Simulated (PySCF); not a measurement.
CH3AlCl2S.

```xyz
8

Al     0.0130     0.3860     0.0000
Cl     0.9235     2.2711     0.0000
Cl    -2.0852     0.2461     0.0000
S      1.2542    -1.3820     0.0000
C      0.0228    -2.7609     0.0000
H     -1.0100    -2.3908     0.0000
H      0.1926    -3.3715    -0.8966
H      0.1926    -3.3715     0.8966
```

Coordinates come from a B3LYP-D3(BJ)/def2-SVP optimisation. The values are those of a single conformer.

Level of theory: B3LYP/pcSseg-1 (PySCF). Non-relativistic, no solvent.

Computed absolute GIAO shielding of each atom: isotropic value and principal components (ppm):
| atom | σ(iso) | σ11 | σ22 | σ33 | span |
|---|---|---|---|---|---|
| Al1 | 373.5 | 338.5 | 343.8 | 438.1 | 99.5 |
| Cl2 | 907.1 | 809.2 | 868.0 | 1044.0 | 234.8 |
| Cl3 | 921.9 | 789.5 | 950.6 | 1025.5 | 236.0 |
| S4 | 623.4 | 560.4 | 592.1 | 717.6 | 157.2 |
| C5 | 164.0 | 152.7 | 154.0 | 185.2 | 32.5 |
| H6 | 29.1 | 21.8 | 30.9 | 34.5 | 12.8 |
| H7 | 29.2 | 23.5 | 26.5 | 37.5 | 14.0 |
| H8 | 29.2 | 23.5 | 26.5 | 37.5 | 14.0 |
